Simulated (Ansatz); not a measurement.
## Energy profile

The step: GeSiH₃F₃ ([F][Si]([F])([F])[GeH3]) → GeH₃F ([F][GeH3]) + SiF₂; bonds formed: Ge1–F3; bonds broken: Ge1–Si2, Si2–F3 (atoms numbered as in the saddle structure below).

```json
{"atom": "Ge1", "x (Å)": "0.0921", "y (Å)": "-0.7412", "z (Å)": "1.0676"}
{"atom": "Si2", "x (Å)": "-0.4255", "y (Å)": "1.1239", "z (Å)": "-0.8852"}
{"atom": "F3", "x (Å)": "0.5964", "y (Å)": "-0.4342", "z (Å)": "-0.7727"}
{"atom": "F4", "x (Å)": "-1.2189", "y (Å)": "0.7213", "z (Å)": "-2.2188"}
{"atom": "F5", "x (Å)": "0.7433", "y (Å)": "2.0624", "z (Å)": "-1.4537"}
{"atom": "H6", "x (Å)": "-1.3927", "y (Å)": "-1.0644", "z (Å)": "1.1969"}
{"atom": "H7", "x (Å)": "0.6439", "y (Å)": "0.3378", "z (Å)": "1.9937"}
{"atom": "H8", "x (Å)": "0.9615", "y (Å)": "-2.0055", "z (Å)": "1.0721"}
```

Electronic energies by CCSD(T) at an estimated basis limit (MP2 extrapolated from triple and quadruple zeta, plus CCSD(T) − MP2 in triple zeta), on PBE0-D4/def2-TZVP structures; GeSiH₃F₃, singlet; no counterpoise correction. Program: Ansatz 0.2.0. Basis: def2-TZVPP and def2-QZVPP. Cores are frozen in the correlated methods. Filled d shells of the heavier atoms are correlated. The def2 sets are not built for correlating such inner shells, so the correlated values are less sure here. Extrapolation: Hartree–Fock as exp(−7.88 √X), correlation as X^−2.97.

Question: Give the profile in kcal/mol, counted from the start structure. (To be estimated.)

Answer: The calculation gives:
```csv
point,kcal/mol
start structure,0.00
saddle,62.71
end structure,56.69
"separated: GeH₃F (linked as [F][GeH3]; Ge1, F3, H6, H7, H8; singlet) + SiF₂ (linked as [F][Si][F]; Si2, F4, F5; singlet)",61.64
```

T1 diagnostic: at most 0.015. The restricted Hartree–Fock reference is unstable towards an unrestricted one at one or more of these structures.

Losses and insertions of silylenes and their heavier kin drive the gas-phase chemistry of silicon and germanium vapour deposition.

For scale, one of the runs: CCSD(T)/def2-TZVPP, 225 basis functions, launched by `ansatz run in.yaml --threads 8 --pin off --events-out ev --progress --plain --max-ram 19148MiB`. The run took 110 s on 8 CPU threads of an Arm Neoverse V1 (shared host), with 3.9 GiB of host memory at its peak.
